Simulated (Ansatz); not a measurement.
Diatomic FeN, multiplicity 6 (lowest of 2S+1 = 2, 4, 6, 8 at PBE0/def2-TZVPP; our sources give no spin for the ground state, which may be another). No spin–orbit coupling. Fe is treated without relativity.

Seven points along R, fitted to fifth degree in 1/R; most abundant isotopes. Runs in def2 and cc sets follow the lowest solution found near the PBE0 minimum.

Run with Ansatz (an electronic-structure program). Values without a source in brackets are computed.

What bond length and harmonic frequency does B97M-V/def2-TZVPP give?

r_e = 1.623 Å, ω_e = 815 cm⁻¹.

What bond length and harmonic frequency does PBE0/def2-TZVPP give?

r_e = 1.604 Å, ω_e = 811 cm⁻¹.

What bond length and harmonic frequency does wB97M-V/def2-TZVPP give?

r_e = 1.591 Å, ω_e = 818 cm⁻¹.

Doubts at one or more of the structures used: a spin-contaminated determinant (PBE0/def2-TZVPP).
